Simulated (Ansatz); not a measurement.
Reaction (formal hydrolysis of a Zn–O bond): `C[O][Zn][O][SiH3]` + H₂O → `C[O][Zn][OH]` + silanol

Computed with Ansatz on PBE0-D4/def2-TZVP structures; ΔE is electronic, products minus reactants. CBS: MP2 limit from def2 TZ/QZ plus the TZ coupled-cluster correction, frozen cores. This one scheme is used for every species. DFT in def2-TZVPP. For Zn outer-core shells are correlated without core-valence functions, which leaves a few kJ/mol of doubt a bond. Scalar relativity is left out up to krypton. Each species was taken in one conformer, which may not be the lowest.

```csv
level,ΔE (kJ/mol)
PBE0-D4,21.4
ωB97X-V,21.4
```

Q: What does CCSD(T)/CBS give? (Estimate.)

A: Computed: +25.7 kJ/mol. The listed levels differ from it by -4.3, -4.3 kJ/mol.

Largest T1 diagnostic among the species: 0.017.

In def2-TZVPP, CCSD(T) changes the Hartree–Fock value by −4.9 kJ/mol (the triples alone add −0.8 kJ/mol) and MP2 by −5.7 kJ/mol. From PBE to PBE0 (25 % exact exchange), in def2-TZVPP and without D4, ΔE moves by +6.3 kJ/mol.
